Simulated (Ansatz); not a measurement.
Basis sets compared for the cluster Al9⁺ (the lowest singlet isomer of a short search). Charge 1, multiplicity 1. Geometry PBE-D4/def2-SVP. Ansatz on 4 threads of Arm Neoverse V2 on a shared host; times are rough, and most runs start from earlier orbitals.

```xyz
9

Al   -2.7620    0.0020   -1.0776
Al    1.2380    1.7078   -1.9469
Al    2.2523   -1.2338    1.0433
Al   -0.0355   -0.4718   -0.9443
Al    0.0671    0.4369    1.3835
Al   -2.0262   -1.2359    0.9620
Al    2.4103    1.1175    0.1841
Al   -1.2186    1.9939   -1.4013
Al    0.0746   -2.3167    1.7971
```

The restricted singlet is unstable towards broken spin symmetry in Hartree–Fock (as tested in another run); at PBE-D4/def2-SVP, PBE0-D4/def2-SVP, PBE0-D4/def2-TZVP this wasn't settled. The structure comes from a short search, and lower isomers may exist.

```json
{"level": "PBE-D4/def2-SVP", "functions": "162", "energy (Eh)": "-2179.8238", "HOMO (eV)": "-8.59", "LUMO (eV)": "-7.60", "wall time": "3.9 s"}
{"level": "PBE0-D4/def2-SVP", "functions": "162", "energy (Eh)": "-2179.9952", "HOMO (eV)": "-9.19", "LUMO (eV)": "-6.99", "wall time": "6 s"}
```

(1) Estimate the rows for PBE-D4/def2-TZVP, PBE0-D4/def2-TZVP (with forces).

## Answers

(1) 
```csv
level,functions,energy (Eh),HOMO (eV),LUMO (eV),wall time
PBE-D4/def2-TZVP,333,-2180.6012,-8.42,-7.47,9.5 s
PBE0-D4/def2-TZVP (with forces),333,-2180.7621,-9.01,-6.83,34 s
```
